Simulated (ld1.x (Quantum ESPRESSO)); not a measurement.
# Cutoff test, Co, TM

cobalt (Co), norm-conserving Troullier–Martins (Kleinman–Bylander form), made with ld1.x (Quantum ESPRESSO) 7.5 (PBE, scalar-relativistic). Core [Ar], reference 3d7 4s2 4p0. Waves: 4s (bound): rc 2.10 bohr; 4p (bound, empty): rc 2.80 bohr; 3d (bound): rc 1.60 bohr. Local part: all-electron potential smoothed inside 2.60 bohr (lloc = -1). Core correction: none.

The pseudo-atom Hamiltonian at the reference potential is diagonalised in spherical Bessel functions j_l(qr) that vanish at 20 bohr, with q² up to the cutoff. All-electron valence levels (Ry): 4s -0.4020, 4p -0.0938, 3d -0.6030.

Task: How do the lowest levels (Ry) of each channel move with the cutoff, and are there ghosts?

Result:

```tsv
cutoff (Ry)	s #1	p #1	d #1	d #2	f #1	f #2	Σ f·Δε (mRy)
8	-0.3982	-0.0934	0.0602	0.1422	0.1121	0.2371	4649.9
21	-0.4014	-0.0938	0.0599	0.1409	0.1121	0.2371	4641.6
45	-0.4020	-0.0938	-0.0061	0.0694	0.1121	0.2371	4178.3
70	-0.4020	-0.0938	-0.5503	0.0621	0.1121	0.2371	368.8
120	-0.4020	-0.0938	-0.6026	0.0620	0.1121	0.2371	2.4
230	-0.4020	-0.0938	-0.6030	0.0620	0.1121	0.2371	0.0
400	-0.4020	-0.0938	-0.6030	0.0620	0.1121	0.2371	0.0
```

Result: no extra level below or beside the all-electron valence levels (s, p, d, f tested); 10 mRy is reached at 100 Ry and 1 mRy at 180 Ry.

Its largest configuration-test error is -691 meV.
